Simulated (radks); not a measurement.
Problem. Excited configurations of the tungsten ion W23+: one electron is placed in a higher orbital outside [Kr] 4d10 4f4. The ground configuration is [Kr] 4d10 4f5. Method: scalar-relativistic Kohn-Sham, r2SCAN, spin-polarised, spherical densities, finite nucleus; open shells are filled with parallel spins first (spin-orbit coupling, left out, can overturn this in heavy ions); meta-GGA in the generalised Kohn-Sham scheme; Fermi nuclear charge, rms radius 5.3658 fm; computed with a radial shooting solver on a logarithmic mesh with Libxc functionals. Excitation = E - E(ground); binding = E(ion) - E, where the ion is the core of charge +24; n* = 24/sqrt(2 binding) in atomic units. These energies are relativistic, and a one-electron ion of charge +24 with no core already has n* below n in this formula (scalar-relativistic equation, point nucleus: 5s 4.987, 6s 5.986, 6f 5.998, 7s 6.986, 7f 6.997). The quantum defect is therefore taken as that value minus n*, so that it holds no relativistic shift of the bare ion.

outer orbital  excitation (eV)  binding (eV)     n*  quantum defect  eigenvalue (eV)  <r> (bohr)
5s                      79.495        607.48  3.592           1.395          -595.82      0.8252
6f                      426.87        260.10  5.489           0.508          -254.40       1.640
7s                      438.55        248.42  5.617           1.370          -244.32       1.989
7f                      500.93        186.05  6.490           0.507          -182.29       2.389

Estimate the row for 6s.

Solution. excitation (eV) 318.21; binding (eV) 368.76; n* 4.610; quantum defect 1.376; eigenvalue (eV) -362.57; <r> (bohr) 1.348. The Delta-SCF ionisation energy is 686.97 eV (NIST Atomic Spectra Database: 686 eV, semi-empirical). Self-interaction in the functional shifts the binding energies and quantum defects, so they are the method's values and not measured ones. Open shells are spherical and high-spin; term and fine-structure splittings are not resolved. Spin-orbit splitting is averaged out at the scalar-relativistic level.
